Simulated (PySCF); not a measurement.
Si(F)(NHMe)(OH)2 (CH₆FNO₂Si), SMILES CN[Si](O)(O)F. Geometry optimised at PBE0-D3(BJ)/def2-SVP. This is a generated structure with no PubChem entry under its InChIKey; it may be hypothetical. One conformer was computed; it need not be the lowest.

Q: Give the equilibrium geometry at PBE0-D3(BJ)/def2-SVP (PySCF confirms it by a frequency run) as bond lengths and angles. (Estimate from the structure and the level; the computed values follow.)

A: One answer among several that fit: 
Atoms: C1 N2 Si3 O4 O5 F6 H7 H8 H9 H10 H11 H12. Bonded distances (Å): C1–N2 1.443, C1–H7 1.105, C1–H8 1.100, C1–H9 1.104, N2–Si3 1.694, N2–H10 1.013, Si3–O4 1.648, Si3–O5 1.647, Si3–F6 1.621, O4–H11 0.961, O5–H12 0.962. Angles (°): N2–C1–H7 113.3, N2–C1–H8 109.4, N2–C1–H9 111.9, H7–C1–H8 107.2, H7–C1–H9 107.7, H8–C1–H9 107.2, C1–N2–Si3 126.0, C1–N2–H10 115.4, Si3–N2–H10 117.6, N2–Si3–O4 110.7, N2–Si3–O5 105.9, N2–Si3–F6 115.8, O4–Si3–O5 116.0, O4–Si3–F6 102.0, O5–Si3–F6 106.7, Si3–O4–H11 115.1, Si3–O5–H12 115.5.
